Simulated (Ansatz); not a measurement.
CH6AsNOSi (`N[SiH]([AsH2])C=O`). Total charge 0; spin multiplicity 1. The geometry is a stationary point of PBE0-D4/def2-TZVP. It is one conformer, not always the lowest.

```xyz
11

N    -1.621   -0.236    0.062
Si    0.046   -0.541   -0.160
As    1.350   -0.085    1.760
C     0.886    0.496   -1.549
O     0.337    1.422   -2.093
H    -1.911    0.653    0.438
H    -2.277   -0.558   -0.634
H     0.230   -1.969   -0.537
H     0.301   -0.717    2.664
H     0.725    1.298    1.890
H     1.935    0.235   -1.842
```

What is the dipole moment at PBE/def2-TZVPP? (An estimate is asked.)

Ansatz gave: 1.51 D, with components (-0.87, -0.93, 0.82) D in this frame, pointing from negative to positive charge.

And with r2SCAN, B3LYP, ωB97M-V? (Estimate.)

The calculation gave: r2SCAN 1.58 D, B3LYP 1.57 D, ωB97M-V 1.56 D.

Give the Mulliken charges with PBE, B3LYP, r2SCAN in def2-TZVPP. (An estimate is asked.)

The calculation gave: 
```tsv
atom	PBE	B3LYP	r2SCAN
N1	-0.35	-0.36	-0.41
Si2	0.26	0.36	0.36
As3	-0.04	-0.04	-0.03
C4	0.07	0.06	0.12
O5	-0.21	-0.25	-0.28
H6	0.15	0.14	0.16
H7	0.15	0.14	0.16
H8	-0.07	-0.08	-0.08
H9	0.01	0.00	0.00
H10	0.00	-0.01	-0.01
H11	0.04	0.05	0.02
```

B3LYP here is the variant with VWN-RPA as its local correlation; programs differ in this.
